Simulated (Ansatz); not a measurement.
Relaxation of CH₅NSSi (9 atoms, charge 0, multiplicity 1), to a largest force component of 0.02 eV/Å in at most 50 steps.

Method: Ansatz 0.2.0, RKS r2SCAN-D4/STO-3G.

```xyz
9
Properties=species:S:1:pos:R:3:forces:R:3
N -0.872 0.733 -0.933 -3.12 1.63 -1.92
Si 0.490 0.147 -0.231 6.64 -0.48 2.08
C 0.178 -0.534 1.468 4.74 7.64 -0.41
S -0.480 -1.997 1.655 -1.85 -10.59 2.75
H -1.608 0.024 -1.028 -1.03 -0.53 -0.04
H -0.713 1.062 -1.905 -0.03 0.36 -0.28
H -0.879 -0.656 1.229 -4.01 3.61 -0.77
H 1.505 1.282 -0.219 -1.21 -0.42 0.02
H 0.574 0.098 2.362 -0.12 -1.24 -1.44
```

Question: Where does it end, and by what steps?

Answer: The run converged. Limits of this set-up: minimal basis. After 32 steps the energy has fallen by 6.277 eV; H7 moved furthest, 2.19 Å. The start is strongly strained (largest force component 11 eV/Å), so its close contacts needn't be bonds. Parted: S4–H7. Joined: Si2–S4.

```
step  energy less start (eV)  largest force component (eV/Å)  accepted
   0                  0.0000                          10.590       yes
   2                 -2.4328                           1.853       yes
   4                 -3.2991                           2.421       yes
   6                 -3.5819                           1.156       yes
   8                 -3.7323                           0.405       yes
  10                 -3.7891                           0.344       yes
  12                 -3.8159                           0.130       yes
  14                 -3.7546                           0.649        no
  16                 -3.8279                           0.306       yes
  18                 -3.8376                           0.843       yes
  20                 -4.0224                           0.809       yes
  22                 -4.4548                           0.950       yes
  24                 -5.3464                           2.284       yes
  26                 -6.0190                           1.259       yes
  28                 -6.2346                           1.247       yes
  30                 -6.2700                           0.588       yes
  32                 -6.2771                           0.016       yes
```

```xyz
9
Properties=species:S:1:pos:R:3
N -0.250 0.207 -1.443
Si -0.410 0.621 0.274
C 0.374 -0.504 1.499
S -1.482 -0.518 1.674
H -0.445 -0.819 -1.576
H -1.021 0.672 -1.988
H 0.917 -0.101 2.361
H -0.301 2.056 0.426
H 0.812 -1.455 1.171
```

Whether the end is a true minimum wasn't checked by a vibrational analysis.

Time of the run: 2 min on 1 thread of Arm Neoverse V1, on a shared host, peak memory 0.16 GiB.
